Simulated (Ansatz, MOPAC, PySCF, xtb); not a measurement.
Torsion C1–C2–C3–C4 in C4H10 (SMILES CCCC); at each angle all else is relaxed with GFN2-xTB, and the levels are single points there.
Geometry at 180° (charge 0, multiplicity 1):
```xyz
14

C     -1.53829    -0.25263     0.45298
C     -0.72569     0.54101    -0.56259
C      0.70613     0.02345    -0.67725
C      1.51887     0.81702    -1.69277
H     -1.08280    -0.18944     1.43906
H     -1.58731    -1.30119     0.16664
H     -2.55321     0.13290     0.51854
H     -0.70506     1.59307    -0.26852
H     -1.20893     0.48096    -1.54066
H      0.68552    -1.02860    -0.97137
H      1.18929     0.08343     0.30087
H      1.56924     1.86527    -1.40573
H      1.06263     0.75498    -2.67858
H      2.53327     0.43038    -1.75926
```

```json
[
 {"level": "PM6", "energy at 0° less that at 180° (kcal/mol)": "3.45", "minus MP2/CBS(cc-pVDZ, cc-pVTZ) + ΔCCSD(T)/cc-pVDZ": "-2.00", "cost": "-"},
 {"level": "GFN2-xTB", "energy at 0° less that at 180° (kcal/mol)": "4.95", "minus MP2/CBS(cc-pVDZ, cc-pVTZ) + ΔCCSD(T)/cc-pVDZ": "-0.50", "cost": "-"},
 {"level": "HF/cc-pVTZ", "energy at 0° less that at 180° (kcal/mol)": "6.47", "minus MP2/CBS(cc-pVDZ, cc-pVTZ) + ΔCCSD(T)/cc-pVDZ": "1.03", "cost": "-"},
 {"level": "SVWN5/def2-TZVPP", "energy at 0° less that at 180° (kcal/mol)": "5.20", "minus MP2/CBS(cc-pVDZ, cc-pVTZ) + ΔCCSD(T)/cc-pVDZ": "-0.25", "cost": "×0.9"},
 {"level": "BLYP/def2-TZVPP", "energy at 0° less that at 180° (kcal/mol)": "5.73", "minus MP2/CBS(cc-pVDZ, cc-pVTZ) + ΔCCSD(T)/cc-pVDZ": "0.28", "cost": "×1"},
 {"level": "BLYP-D4/def2-TZVPP", "energy at 0° less that at 180° (kcal/mol)": "5.18", "minus MP2/CBS(cc-pVDZ, cc-pVTZ) + ΔCCSD(T)/cc-pVDZ": "-0.26", "cost": "×1"},
 {"level": "BP86/6-31G*", "energy at 0° less that at 180° (kcal/mol)": "5.58", "minus MP2/CBS(cc-pVDZ, cc-pVTZ) + ΔCCSD(T)/cc-pVDZ": "0.13", "cost": "-"},
 {"level": "r2SCAN/def2-TZVPP", "energy at 0° less that at 180° (kcal/mol)": "5.74", "minus MP2/CBS(cc-pVDZ, cc-pVTZ) + ΔCCSD(T)/cc-pVDZ": "0.30", "cost": "×2"},
 {"level": "r2SCAN-D4/def2-TZVPP", "energy at 0° less that at 180° (kcal/mol)": "5.68", "minus MP2/CBS(cc-pVDZ, cc-pVTZ) + ΔCCSD(T)/cc-pVDZ": "0.24", "cost": "×2"},
 {"level": "B3LYP/6-311+G**", "energy at 0° less that at 180° (kcal/mol)": "5.74", "minus MP2/CBS(cc-pVDZ, cc-pVTZ) + ΔCCSD(T)/cc-pVDZ": "0.30", "cost": "-"},
 {"level": "PBE0/def2-TZVPP", "energy at 0° less that at 180° (kcal/mol)": "5.61", "minus MP2/CBS(cc-pVDZ, cc-pVTZ) + ΔCCSD(T)/cc-pVDZ": "0.17", "cost": "×1"},
 {"level": "MP2/6-31G*", "energy at 0° less that at 180° (kcal/mol)": "6.09", "minus MP2/CBS(cc-pVDZ, cc-pVTZ) + ΔCCSD(T)/cc-pVDZ": "0.65", "cost": "-"},
 {"level": "SCS-MP2/cc-pVTZ", "energy at 0° less that at 180° (kcal/mol)": "5.66", "minus MP2/CBS(cc-pVDZ, cc-pVTZ) + ΔCCSD(T)/cc-pVDZ": "0.21", "cost": "-"},
 {"level": "MP2/CBS(cc-pVDZ, cc-pVTZ) + ΔCCSD(T)/cc-pVDZ", "energy at 0° less that at 180° (kcal/mol)": "5.44", "minus MP2/CBS(cc-pVDZ, cc-pVTZ) + ΔCCSD(T)/cc-pVDZ": "0.00", "cost": "×5"}
]
```

 The comparison column counts from a level with limits of its own.

The rows run from 3.45 (PM6) to 6.47 kcal/mol (HF/cc-pVTZ). The dispersion term adds -0.55 in BLYP-D4, -0.06 in r2SCAN-D4. The 4 functionals in def2-TZVPP without D3 or D4 span 0.54, from SVWN5 to r2SCAN.

On the grid 0° to 180°, 0° is the highest and 180° the lowest point at MP2/CBS(cc-pVDZ, cc-pVTZ) + ΔCCSD(T)/cc-pVDZ.

Cores are frozen in the correlated methods. CBS(a, b) extrapolates the correlation energy as X⁻³ and adds the Hartree–Fock energy of set b. Rows in 6-311+G**, 6-31G* carry no dispersion term and start afresh at each structure (6-31G* with six Cartesian d functions). MP2/6-31G* freezes PySCF's default core. The state that PM6 reach isn't checked.

The values were computed with Ansatz (a quantum-chemistry and plane-wave program); MOPAC for PM6 (differences of heats of formation); PySCF for 6-311+G** rows, 6-31G* rows, the dispersion terms; xtb for the GFN methods. Each number belongs to the level named beside it.

Costs are rough ratios of core time to PBE/def2-TZVPP (about 7 s over the structures, on one shared machine); a dash marks a level with no comparable run of its own. 

Measured: anti to gauche barrier 1266 cm-1 [Herrebout et al. (1995)]; gauche to gauche barrier 1146 cm-1 [Herrebout et al. (1995)]; gauche to anti barrier 1032 cm-1 [Herrebout et al. (1995)].
